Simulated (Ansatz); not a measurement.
# Molecular dynamics of HZn

The input (input.yaml):

```yaml
crystal:
  periodic: [false, false, false]
  atoms:
    - { symbol: Zn, position_ang: [0.709566, -0.280978, 0.34967] }
    - { symbol: H, position_ang: [-0.680066, 0.220778, -0.34557] }
magnetization:
  spin_polarized: true
  initial_magnetization: 1
basis:
  gaussian: { orbitals: def2-TZVP }
hamiltonian:
  xc: hf
md:
  timestep: 0.5
  n_steps: 250
  ensemble: nvt_langevin
  temperature: 3000.0
  initial_velocities: maxwell_boltzmann
  seed: 148745
  friction: 0.01
  temperature_schedule:
    - { n_steps: 62, end_temperature: 3000.0 }
    - { n_steps: 188, end_temperature: 10.0 }
```

Command:

```bash
$ ansatz run input.yaml --threads 1 --pin off --max-ram 2048MiB --backend cpu --events-out ev --progress --plain --runs-dir out
```

It starts from a relaxed structure.

Output, in part (one step line in 3, the closing report, with atoms numbered from 0):

```
md step     0: t =     0.00 fs  T =  1500.0 K (target 3000.0 K)  F+E_penalty+E_count = -48391.03469852 eV  E_kin = 0.387780 eV  (43 SCF iters)
md step     3: t =     1.50 fs  T =  1280.6 K (target 3000.0 K)  F+E_penalty+E_count = -48391.02384181 eV  E_kin = 0.331071 eV  (28 SCF iters)
md step     6: t =     3.00 fs  T =  1226.9 K (target 3000.0 K)  F+E_penalty+E_count = -48390.99124921 eV  E_kin = 0.317182 eV  (28 SCF iters)
md step     9: t =     4.50 fs  T =  1039.9 K (target 3000.0 K)  F+E_penalty+E_count = -48390.95006915 eV  E_kin = 0.268825 eV  (29 SCF iters)
md step    12: t =     6.00 fs  T =   590.3 K (target 3000.0 K)  F+E_penalty+E_count = -48390.94091938 eV  E_kin = 0.152598 eV  (22 SCF iters)
md step    15: t =     7.50 fs  T =   977.6 K (target 3000.0 K)  F+E_penalty+E_count = -48390.99193734 eV  E_kin = 0.252716 eV  (27 SCF iters)
md step    18: t =     9.00 fs  T =  1193.6 K (target 3000.0 K)  F+E_penalty+E_count = -48391.03279631 eV  E_kin = 0.308560 eV  (29 SCF iters)
md step    21: t =    10.50 fs  T =  1277.5 K (target 3000.0 K)  F+E_penalty+E_count = -48391.01006394 eV  E_kin = 0.330265 eV  (30 SCF iters)
md step    24: t =    12.00 fs  T =  1198.6 K (target 3000.0 K)  F+E_penalty+E_count = -48390.92956542 eV  E_kin = 0.309874 eV  (30 SCF iters)
md step    27: t =    13.50 fs  T =  1020.3 K (target 3000.0 K)  F+E_penalty+E_count = -48390.83300228 eV  E_kin = 0.263762 eV  (30 SCF iters)
md step    30: t =    15.00 fs  T =  1103.9 K (target 3000.0 K)  F+E_penalty+E_count = -48390.76954390 eV  E_kin = 0.285381 eV  (29 SCF iters)
md step    33: t =    16.50 fs  T =   914.0 K (target 3000.0 K)  F+E_penalty+E_count = -48390.72886831 eV  E_kin = 0.236299 eV  (29 SCF iters)
md step    36: t =    18.00 fs  T =   598.0 K (target 3000.0 K)  F+E_penalty+E_count = -48390.72817682 eV  E_kin = 0.154587 eV  (22 SCF iters)
md step    39: t =    19.50 fs  T =   392.8 K (target 3000.0 K)  F+E_penalty+E_count = -48390.76363326 eV  E_kin = 0.101534 eV  (30 SCF iters)
md step    42: t =    21.00 fs  T =   561.8 K (target 3000.0 K)  F+E_penalty+E_count = -48390.83510804 eV  E_kin = 0.145230 eV  (30 SCF iters)
md step    45: t =    22.50 fs  T =  1128.0 K (target 3000.0 K)  F+E_penalty+E_count = -48390.94267544 eV  E_kin = 0.291598 eV  (29 SCF iters)
md step    48: t =    24.00 fs  T =  1595.3 K (target 3000.0 K)  F+E_penalty+E_count = -48391.02890622 eV  E_kin = 0.412416 eV  (29 SCF iters)
md step    51: t =    25.50 fs  T =  1906.0 K (target 3000.0 K)  F+E_penalty+E_count = -48390.99548405 eV  E_kin = 0.492751 eV  (28 SCF iters)
md step    54: t =    27.00 fs  T =   691.6 K (target 3000.0 K)  F+E_penalty+E_count = -48390.81919609 eV  E_kin = 0.178795 eV  (28 SCF iters)
md step    57: t =    28.50 fs  T =   699.0 K (target 3000.0 K)  F+E_penalty+E_count = -48390.71064525 eV  E_kin = 0.180715 eV  (29 SCF iters)
md step    60: t =    30.00 fs  T =  1287.5 K (target 3000.0 K)  F+E_penalty+E_count = -48390.82984787 eV  E_kin = 0.332840 eV  (27 SCF iters)
md step    63: t =    31.50 fs  T =  2009.3 K (target 2992.0 K)  F+E_penalty+E_count = -48390.99765893 eV  E_kin = 0.519447 eV  (28 SCF iters)
md step    66: t =    33.00 fs  T =  1980.7 K (target 2944.3 K)  F+E_penalty+E_count = -48391.02886483 eV  E_kin = 0.512059 eV  (29 SCF iters)
md step    69: t =    34.50 fs  T =  1603.9 K (target 2896.6 K)  F+E_penalty+E_count = -48390.94857042 eV  E_kin = 0.414653 eV  (29 SCF iters)
md step    72: t =    36.00 fs  T =  1637.1 K (target 2848.9 K)  F+E_penalty+E_count = -48390.84134737 eV  E_kin = 0.423230 eV  (30 SCF iters)
md step    75: t =    37.50 fs  T =   970.5 K (target 2801.2 K)  F+E_penalty+E_count = -48390.74905794 eV  E_kin = 0.250901 eV  (30 SCF iters)
md step    78: t =    39.00 fs  T =   674.1 K (target 2753.5 K)  F+E_penalty+E_count = -48390.68545629 eV  E_kin = 0.174272 eV  (29 SCF iters)
md step    81: t =    40.50 fs  T =   660.0 K (target 2705.8 K)  F+E_penalty+E_count = -48390.65957225 eV  E_kin = 0.170610 eV  (29 SCF iters)
md step    84: t =    42.00 fs  T =   728.2 K (target 2658.1 K)  F+E_penalty+E_count = -48390.66464639 eV  E_kin = 0.188244 eV  (29 SCF iters)
md step    87: t =    43.50 fs  T =   885.5 K (target 2610.3 K)  F+E_penalty+E_count = -48390.70806081 eV  E_kin = 0.228914 eV  (28 SCF iters)
md step    90: t =    45.00 fs  T =  1075.9 K (target 2562.6 K)  F+E_penalty+E_count = -48390.78629016 eV  E_kin = 0.278139 eV  (30 SCF iters)
md step    93: t =    46.50 fs  T =  1653.7 K (target 2514.9 K)  F+E_penalty+E_count = -48390.88940779 eV  E_kin = 0.427513 eV  (29 SCF iters)
md step    96: t =    48.00 fs  T =  1252.5 K (target 2467.2 K)  F+E_penalty+E_count = -48390.99017338 eV  E_kin = 0.323785 eV  (29 SCF iters)
md step    99: t =    49.50 fs  T =  1028.7 K (target 2419.5 K)  F+E_penalty+E_count = -48391.03469732 eV  E_kin = 0.265944 eV  (29 SCF iters)
md step   102: t =    51.00 fs  T =   939.2 K (target 2371.8 K)  F+E_penalty+E_count = -48390.98844077 eV  E_kin = 0.242802 eV  (28 SCF iters)
md step   105: t =    52.50 fs  T =   571.3 K (target 2324.1 K)  F+E_penalty+E_count = -48390.89099712 eV  E_kin = 0.147691 eV  (28 SCF iters)
md step   108: t =    54.00 fs  T =   488.1 K (target 2276.4 K)  F+E_penalty+E_count = -48390.86073008 eV  E_kin = 0.126175 eV  (22 SCF iters)
md step   111: t =    55.50 fs  T =   730.4 K (target 2228.6 K)  F+E_penalty+E_count = -48390.93340492 eV  E_kin = 0.188812 eV  (36 SCF iters)
md step   114: t =    57.00 fs  T =  1245.4 K (target 2180.9 K)  F+E_penalty+E_count = -48391.02264027 eV  E_kin = 0.321971 eV  (29 SCF iters)
md step   117: t =    58.50 fs  T =  1163.3 K (target 2133.2 K)  F+E_penalty+E_count = -48391.01934716 eV  E_kin = 0.300732 eV  (29 SCF iters)
md step   120: t =    60.00 fs  T =   658.0 K (target 2085.5 K)  F+E_penalty+E_count = -48390.94794972 eV  E_kin = 0.170099 eV  (29 SCF iters)
md step   123: t =    61.50 fs  T =   326.9 K (target 2037.8 K)  F+E_penalty+E_count = -48390.89341272 eV  E_kin = 0.084505 eV  (30 SCF iters)
md step   126: t =    63.00 fs  T =   390.8 K (target 1990.1 K)  F+E_penalty+E_count = -48390.85950128 eV  E_kin = 0.101033 eV  (27 SCF iters)
md step   129: t =    64.50 fs  T =   550.4 K (target 1942.4 K)  F+E_penalty+E_count = -48390.85977573 eV  E_kin = 0.142301 eV  (22 SCF iters)
md step   132: t =    66.00 fs  T =  1045.5 K (target 1894.7 K)  F+E_penalty+E_count = -48390.87158351 eV  E_kin = 0.270272 eV  (28 SCF iters)
md step   135: t =    67.50 fs  T =  1303.8 K (target 1846.9 K)  F+E_penalty+E_count = -48390.90772865 eV  E_kin = 0.337069 eV  (29 SCF iters)
md step   138: t =    69.00 fs  T =  1196.9 K (target 1799.2 K)  F+E_penalty+E_count = -48390.96657593 eV  E_kin = 0.309420 eV  (30 SCF iters)
md step   141: t =    70.50 fs  T =  1210.8 K (target 1751.5 K)  F+E_penalty+E_count = -48391.01692697 eV  E_kin = 0.313020 eV  (30 SCF iters)
md step   144: t =    72.00 fs  T =  1066.5 K (target 1703.8 K)  F+E_penalty+E_count = -48391.03465814 eV  E_kin = 0.275713 eV  (29 SCF iters)
md step   147: t =    73.50 fs  T =   983.0 K (target 1656.1 K)  F+E_penalty+E_count = -48391.01546141 eV  E_kin = 0.254118 eV  (29 SCF iters)
md step   150: t =    75.00 fs  T =   850.2 K (target 1608.4 K)  F+E_penalty+E_count = -48390.98444061 eV  E_kin = 0.219800 eV  (29 SCF iters)
md step   153: t =    76.50 fs  T =  1151.3 K (target 1560.7 K)  F+E_penalty+E_count = -48390.97954473 eV  E_kin = 0.297624 eV  (21 SCF iters)
md step   156: t =    78.00 fs  T =  1158.0 K (target 1513.0 K)  F+E_penalty+E_count = -48391.00304521 eV  E_kin = 0.299358 eV  (29 SCF iters)
md step   159: t =    79.50 fs  T =  1322.8 K (target 1465.2 K)  F+E_penalty+E_count = -48391.02747772 eV  E_kin = 0.341974 eV  (28 SCF iters)
md step   162: t =    81.00 fs  T =  1728.4 K (target 1417.5 K)  F+E_penalty+E_count = -48391.03113582 eV  E_kin = 0.446831 eV  (40 SCF iters)
md step   165: t =    82.50 fs  T =  1782.5 K (target 1369.8 K)  F+E_penalty+E_count = -48390.99720723 eV  E_kin = 0.460806 eV  (30 SCF iters)
md step   168: t =    84.00 fs  T =  1337.0 K (target 1322.1 K)  F+E_penalty+E_count = -48390.95802288 eV  E_kin = 0.345634 eV  (30 SCF iters)
md step   171: t =    85.50 fs  T =  1546.7 K (target 1274.4 K)  F+E_penalty+E_count = -48390.92342733 eV  E_kin = 0.399852 eV  (30 SCF iters)
md step   174: t =    87.00 fs  T =  1970.0 K (target 1226.7 K)  F+E_penalty+E_count = -48390.90921985 eV  E_kin = 0.509280 eV  (23 SCF iters)
md step   177: t =    88.50 fs  T =  2051.9 K (target 1179.0 K)  F+E_penalty+E_count = -48390.91757724 eV  E_kin = 0.530456 eV  (26 SCF iters)
md step   180: t =    90.00 fs  T =  2002.2 K (target 1131.2 K)  F+E_penalty+E_count = -48390.94662633 eV  E_kin = 0.517599 eV  (30 SCF iters)
md step   183: t =    91.50 fs  T =  2125.1 K (target 1083.5 K)  F+E_penalty+E_count = -48390.98528232 eV  E_kin = 0.549371 eV  (29 SCF iters)
md step   186: t =    93.00 fs  T =  2394.7 K (target 1035.8 K)  F+E_penalty+E_count = -48391.02334171 eV  E_kin = 0.619079 eV  (29 SCF iters)
md step   189: t =    94.50 fs  T =  1934.9 K (target 988.1 K)  F+E_penalty+E_count = -48391.03342242 eV  E_kin = 0.500200 eV  (30 SCF iters)
md step   192: t =    96.00 fs  T =  1701.4 K (target 940.4 K)  F+E_penalty+E_count = -48391.01229340 eV  E_kin = 0.439834 eV  (29 SCF iters)
md step   195: t =    97.50 fs  T =  1663.7 K (target 892.7 K)  F+E_penalty+E_count = -48390.99456100 eV  E_kin = 0.430112 eV  (21 SCF iters)
md step   198: t =    99.00 fs  T =  1879.1 K (target 845.0 K)  F+E_penalty+E_count = -48391.00365807 eV  E_kin = 0.485781 eV  (29 SCF iters)
md step   201: t =   100.50 fs  T =  1949.8 K (target 797.3 K)  F+E_penalty+E_count = -48391.02247444 eV  E_kin = 0.504069 eV  (28 SCF iters)
md step   204: t =   102.00 fs  T =  1843.5 K (target 749.5 K)  F+E_penalty+E_count = -48391.03469653 eV  E_kin = 0.476585 eV  (29 SCF iters)
md step   207: t =   103.50 fs  T =  1743.0 K (target 701.8 K)  F+E_penalty+E_count = -48391.02363270 eV  E_kin = 0.450588 eV  (29 SCF iters)
md step   210: t =   105.00 fs  T =  1460.7 K (target 654.1 K)  F+E_penalty+E_count = -48390.99921488 eV  E_kin = 0.377609 eV  (30 SCF iters)
md step   213: t =   106.50 fs  T =  1427.4 K (target 606.4 K)  F+E_penalty+E_count = -48390.97261097 eV  E_kin = 0.369011 eV  (30 SCF iters)
md step   216: t =   108.00 fs  T =  1507.3 K (target 558.7 K)  F+E_penalty+E_count = -48390.95594985 eV  E_kin = 0.389667 eV  (23 SCF iters)
md step   219: t =   109.50 fs  T =  1680.5 K (target 511.0 K)  F+E_penalty+E_count = -48390.96123980 eV  E_kin = 0.434439 eV  (33 SCF iters)
md step   222: t =   111.00 fs  T =  2097.5 K (target 463.3 K)  F+E_penalty+E_count = -48390.98190040 eV  E_kin = 0.542256 eV  (27 SCF iters)
md step   225: t =   112.50 fs  T =  2100.7 K (target 415.6 K)  F+E_penalty+E_count = -48391.01211999 eV  E_kin = 0.543081 eV  (29 SCF iters)
md step   228: t =   114.00 fs  T =  2063.3 K (target 367.8 K)  F+E_penalty+E_count = -48391.03102940 eV  E_kin = 0.533401 eV  (28 SCF iters)
md step   231: t =   115.50 fs  T =  2198.9 K (target 320.1 K)  F+E_penalty+E_count = -48391.03395128 eV  E_kin = 0.568458 eV  (29 SCF iters)
md step   234: t =   117.00 fs  T =  2227.0 K (target 272.4 K)  F+E_penalty+E_count = -48391.02789844 eV  E_kin = 0.575718 eV  (29 SCF iters)
md step   237: t =   118.50 fs  T =  2404.6 K (target 224.7 K)  F+E_penalty+E_count = -48391.02500006 eV  E_kin = 0.621626 eV  (18 SCF iters)
md step   240: t =   120.00 fs  T =  2349.4 K (target 177.0 K)  F+E_penalty+E_count = -48391.02980058 eV  E_kin = 0.607356 eV  (31 SCF iters)
md step   243: t =   121.50 fs  T =  2292.0 K (target 129.3 K)  F+E_penalty+E_count = -48391.03453719 eV  E_kin = 0.592531 eV  (45 SCF iters)
md step   246: t =   123.00 fs  T =  2232.1 K (target 81.6 K)  F+E_penalty+E_count = -48391.03047170 eV  E_kin = 0.577030 eV  (29 SCF iters)
md step   249: t =   124.50 fs  T =  2072.1 K (target 33.9 K)  F+E_penalty+E_count = -48391.01546849 eV  E_kin = 0.535689 eV  (29 SCF iters)
md step   250: t =   125.00 fs  T =  2027.5 K (target 18.0 K)  F+E_penalty+E_count = -48391.00913363 eV  E_kin = 0.524140 eV  (40 SCF iters)
Total energy: -48391.00913363 eV, -1778.3367850568 hartree
Atom 0 at     1.049307     0.023426     0.515246 Å, force     0.236580     0.323535     0.473967 eV/Å
Atom 1 at     1.701265     0.915013     1.821389 Å, force    -0.236580    -0.323535    -0.473967 eV/Å
Dipole moment:    -0.079055    -0.108112    -0.158381 e Å
```

All steps were run. The schedule's set-point averaged 1004 K over the second half and the system 1656 K, so it lags behind the ramp. A run of 0.12 ps of so small a system gives no equilibrium averages.

The same pairs are bonded in the first frame and the last. Pairs count as bonded within 1.25 times the sum of covalent radii (0.12 Å more for H–H).

Last frame:

```xyz
2
Properties=species:S:1:pos:R:3
Zn 1.049 0.023 0.515
H 1.701 0.915 1.821
```

Time of the run: 110 s on 1 thread of Arm Neoverse V2, with other jobs on the host, peak memory 0.09 GiB.
